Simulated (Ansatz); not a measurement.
Reaction (substitution at a C–C bond): `CCCCCCCCC` + `OC(F)F` → `CCOC(F)F` + `CCCCCCC`

Isolated molecules relaxed with PBE0-D4/def2-TZVP in Ansatz; ΔE leaves out vibrations. CBS: MP2 limit from def2 TZ/QZ plus the TZ coupled-cluster correction, frozen cores. DFT in def2-TZVPP. One conformer a species, not always the lowest.

CCSD(T)/CBS gives +37.0 kJ/mol.

Another level gave +34.9 kJ/mol. Which?
A. CAM-B3LYP/def2-TZVPP
B. BLYP-D4/def2-TZVPP
C. HF/def2-TZVPP
D. ωB97M-V/def2-TZVPP

D. ωB97M-V 34.9, BLYP-D4 28.6, CAM-B3LYP 20.4, HF/def2-TZVPP 12.4 kJ/mol.

Largest T1 diagnostic among the species: 0.012.

In def2-TZVPP, CCSD(T) changes the Hartree–Fock value by +24.4 kJ/mol (the triples alone add +2.3 kJ/mol) and MP2 by +30.8 kJ/mol. From BLYP to BHLYP (50 % exact exchange), in def2-TZVPP and without D4, ΔE moves by +6.6 kJ/mol. Leaving LDA and LC-ωPBE aside and taking each functional with its dispersion term where it has one, the values, not all of them listed here, spread over 11.0 kJ/mol, from B2PLYP to revPBE-D4. LDA lies +11.1 kJ/mol from PBE without D4.

CCSD(T)/CBS has its own doubt, a few kJ/mol and more with outer-core shells, so smaller differences from it don't rank the levels.
